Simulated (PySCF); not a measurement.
# PmH₃, quintet: computed properties

Level of theory: PySCF, UPBE0, basis Pm def2-SVP with ECP28, H def2-SVP (scalar-relativistic core potentials, no spin–orbit coupling, density fitting).

The structure is a minimum.

- Point group: C3v
- Bond lengths: Pm–H 2.014 Å (×3)
- Bond angles: H–Pm–H 112.8° (×3)
- Highest occupied level (β): -6.70 eV
- Zero-point energy: 34.1 kJ/mol
- Entropy at 298.15 K and 1 bar (electronic part: spin only): 259.1 J/(mol K)
- Spin squared ⟨S²⟩: 6.028
- Principal polarisabilities: 31.3, 59.1, 59.2 bohr³
- Principal quadrupole moments (Buckingham, traceless) about the centre of mass: -6.75, -6.73, 13.49 D Å
- Rotational constants: 2.563, 2.563, 1.486 cm⁻¹
- Dipole moment: 4.06 D
- Heat capacity Cp at 298.15 K: 50.3 J/(mol K)
- Enthalpy at 298.15 K above 0 K: 11.86 kJ/mol
- Rotational symmetry number: 3
- Lowest empty level (α): -2.55 eV

Harmonic modes (masses in u: Pm 144.913, H 1.008):
| symmetry | ω (cm⁻¹) | IR (km/mol, summed over degenerate members) | type |
| --- | --- | --- | --- |
| a1 | 339 | 526 | bend |
| e | 579 | 246 | bend |
| e | 1371 | 2106 | stretch |
| a1 | 1459 | 83.7 | stretch |

In C3v the vibrations span 2a1 + 2e.

Charges (e):
```json
{"atom": "Pm1", "Mulliken": "0.97", "Löwdin": "0.66", "polar tensor": "1.68", "spin (Mulliken)": "4.16", "Mayer order to Pm1": "–"}
{"atom": "H2,3,4", "Mulliken": "-0.32", "Löwdin": "-0.22", "polar tensor": "-0.56", "spin (Mulliken)": "-0.05", "Mayer order to Pm1": "0.88"}
```

Mulliken populations on Pm1 (electrons outside its core potential): s 4.52, p 12.20, d 11.14, f 4.17.

Formally Pm is in oxidation state +3, with 4 electrons left for the f, d and s shells; the Mulliken f population is 4.17 and the spin on Pm 4.16.

Other isomers or separated fragments may lie lower. With open d or f shells other occupations or spin states may lie lower. The pruned grid is coarse for the open f shell: energies are uncertain by about 2 kJ/mol and soft modes are noisy. No spin–orbit coupling is included, which matters more the heavier the element.

The final relaxation and frequency run took about 2.4 core-minutes on a shared host.
